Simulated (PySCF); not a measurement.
Si(nBu)(OH)3 (C4H12O3Si), SMILES CCCC[Si](O)(O)O. Geometry optimised at PBE-D3(BJ)/def2-SVP. One conformer was computed; it need not be the lowest.

Computed equilibrium geometry at PBE-D3(BJ)/def2-SVP (PySCF confirms it by a frequency run) as a Z-matrix (one conformer of several):
```
C
H 1 1.1121
H 1 1.1129 2 105.53
C 1 1.5323 2 109.50 3 117.64
H 4 1.1132 1 109.01 2 65.04
H 4 1.1132 5 105.55 1 -117.04
C 4 1.5290 5 109.79 6 -118.27
H 7 1.1088 4 111.89 5 57.82
H 7 1.1102 8 107.57 4 122.43
H 7 1.1102 8 107.56 9 115.12
C 1 1.5371 2 109.07 3 -117.06
H 11 1.1128 1 110.47 2 179.71
H 11 1.1137 12 105.77 1 -119.10
Si 11 1.8706 12 108.20 13 -116.17
O 14 1.6736 11 105.18 12 174.63
H 15 0.9735 14 113.66 11 164.91
O 14 1.6756 15 108.17 16 42.97
H 17 0.9728 14 113.02 15 -139.26
O 14 1.6833 15 113.70 16 -71.61
H 19 0.9725 14 114.77 15 -69.96
```
Charge 0, spin multiplicity 1.
